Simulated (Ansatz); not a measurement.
```yaml
crystal:
  periodic: [false, false, false]
  atoms:
    - {symbol: O, position_ang: [-0.954208, 2.513598, 0.653896]}
    - {symbol: Ge, position_ang: [0.615393, 1.958631, 0.256190]}
    - {symbol: N, position_ang: [0.313801, 0.195745, -0.006815]}
    - {symbol: Si, position_ang: [-1.177794, -0.544029, 0.013897]}
    - {symbol: Si, position_ang: [1.649442, -0.742054, -0.362695]}
    - {symbol: H, position_ang: [-1.623419, 1.888172, 0.783118]}
    - {symbol: H, position_ang: [-1.824389, -0.483244, -1.256667]}
    - {symbol: H, position_ang: [-1.031526, -1.912786, 0.392066]}
    - {symbol: H, position_ang: [-2.037697, 0.090595, 0.967433]}
    - {symbol: H, position_ang: [2.772721, 0.131752, -0.482092]}
    - {symbol: H, position_ang: [1.466884, -1.449466, -1.590431]}
    - {symbol: H, position_ang: [1.904617, -1.699715, 0.664646]}
basis:
  gaussian: {orbitals: LANL2DZ}
magnetization: {spin_polarized: true, initial_magnetization: 2}
hamiltonian: {xc: {name: SPW92}}
accuracy: high
output: {forces: true}
```

```sh
$ ansatz run in.yaml --threads 4 --pin off --events-out ev --progress --plain --max-ram 11315MiB
```

Question: How does Ansatz answer? (Estimate.)

Answer: The calculation gave: The program refused the input.
```
Error: <dir> can't be read: No such file or directory (os error 2)
```
